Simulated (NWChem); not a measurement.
System: AlSiH$_{5}$SO$_{2}$; SMILES [OH][Al]([OH])[S][SiH3]

```xyz
10

Si    -0.3686    -2.1408     0.0000
S      1.1804    -0.6361     0.0000
Al    -0.0756     1.1378     0.0000
O     -1.7421     0.8388     0.0000
O      0.5338     2.7176     0.0000
H     -1.2207    -2.0581    -1.2200
H      0.3600    -3.4427     0.0000
H     -1.2207    -2.0581     1.2200
H     -2.4491     1.4849     0.0000
H      1.4545     2.9813     0.0000
```
Atoms are numbered in this order, from 1.

All runs: NWChem. The geometry was optimised at PBE0/def2-SVP. Level r2SCAN/def2-SVP: energy and gradient on several grids; changes count from the extra-fine grid, which is no exact limit either.

```json
[
 {"grid": "xcoarse", "size of the energy change (μHa)": "10000", "largest change of a gradient component (μHa/bohr)": "8000", "time, medium = 1 (rough)": "about 1"},
 {"grid": "coarse", "size of the energy change (μHa)": "1000", "largest change of a gradient component (μHa/bohr)": "500", "time, medium = 1 (rough)": "about 1"},
 {"grid": "medium", "size of the energy change (μHa)": "500", "largest change of a gradient component (μHa/bohr)": "100", "time, medium = 1 (rough)": "about 1"},
 {"grid": "fine", "size of the energy change (μHa)": "10", "largest change of a gradient component (μHa/bohr)": "70", "time, medium = 1 (rough)": "about 1"},
 {"grid": "xfine", "size of the energy change (μHa)": "< 10", "largest change of a gradient component (μHa/bohr)": "< 30", "time, medium = 1 (rough)": "2"}
]
```
